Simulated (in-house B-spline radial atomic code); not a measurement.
RPA and G0W0 on PBE: the lithium ion Li⁺

Configuration 1s2, mean-field start PBE. Computed with an all-electron radial atomic-structure program (B-spline basis): all electrons, scalar-relativistic (spin-free one-electron X2C), finite nucleus, each spin shell either full or empty, empty states to l = 9 with an (l + 1/2)⁻⁴ tail; G0W0 by contour deformation at full frequency.

Command:
```bash
python run_gw.py task.json out
```
Settings (radii: box in bohr, nucleus in fm):
```
Z                        3
electrons                2
configuration            1s2
hamiltonian              x2c
method                   pbe,pbe
lmax                     9
rms_radius               2.444
spin_polarised           False
box_radius               23.78
intervals                73
ion_configuration        1s1
```

Time taken, with all properties: 1.9 s on 1 thread of Arm Neoverse N1, on a shared host.

Energies (hartree):

```json
{"term": "mean-field total", "value": "-7.25746"}
{"term": "Hartree-Fock functional on these orbitals", "value": "-7.23562"}
{"term": "direct second order", "value": "-0.095887"}
{"term": "second-order exchange", "value": "0.047944"}
{"term": "SOSEX correction", "value": "0.043606"}
```

(1) What is the RPA correlation energy, and what remains with SOSEX?

Quasi-particle levels (eV):

```csv
level,occupied,mean field,Σx - vxc,Σc,QP weight,G0W0
1s,yes,-60.41,-15.73,?,?,?
2s,no,-6.792,1.83,-0.12,0.998,-5.082
```

G0W0 = mean field + (Σx - vxc) + Σc, with Σc (partial-wave tail included) taken at the quasi-particle energy.

(2) Where does G0W0 put 1s?

(3) What does it cost to remove one electron (to 1s1) by differences of total energies, each species on its own start (correlation terms add to the Hartree-Fock functional)?

## Answers

(1) RPA gives -0.087211 hartree (-1.19 eV per electron); RPA + SOSEX gives -0.043605, and the second-order doubles -0.047943 hartree (no singles). SOSEX takes back 50 % of the RPA value, the self-correlation of each of the two electrons.

(2) At -74.93 eV, with Σc = 1.21 eV and a quasi-particle weight of 0.948. The tabulated removal energy is 75.640 eV (NIST, tabulated theory).

(3) PBE 75.36 eV, Hartree-Fock functional 74.44 eV, + RPA 76.21 eV, + RPA + SOSEX 75.63 eV, + second order 75.75 eV. Tabulated: 75.640 eV (NIST, tabulated theory).
